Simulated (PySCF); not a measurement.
Li(OH) (HLiO), SMILES [Li][OH].

Coordinates come from a r2SCAN-D4/def2-TZVPD optimisation. The isomer is the one that the SMILES or the coordinates give; other isomers of the formula were not compared.

Two levels are set side by side: TDA-PBE/def2-TZVPD (PySCF) and TDA-M06-2X/def2-TZVPD (PySCF). Vertical, same geometry. The lowest singlet is HOMO→LUMO 100 % with PBE and HOMO→LUMO 95 % with the other functional; states are paired by order. Differences are taken from unrounded values.

```csv
quantity,TDA-M06-2X
lowest singlet excitation (eV),4.64
lowest triplet excitation (TDA) (eV),4.75
```

Question: What does TDA-PBE give, and how far is it from TDA-M06-2X? (Estimate from the structure and the level; the computed values follow.)

Answer: 
```csv
quantity,TDA-PBE,TDA-PBE minus TDA-M06-2X
lowest singlet excitation (eV),3.32,-1.32
lowest triplet excitation (TDA) (eV),3.24,-1.51
```

A lower first singlet is the usual sign of a functional without exact exchange. Differences between two approximate levels are no errors against the true value.

Rough cost on one machine, each run with all the roots and properties that it gave: TDA-M06-2X against TDA-PBE about 6 times.
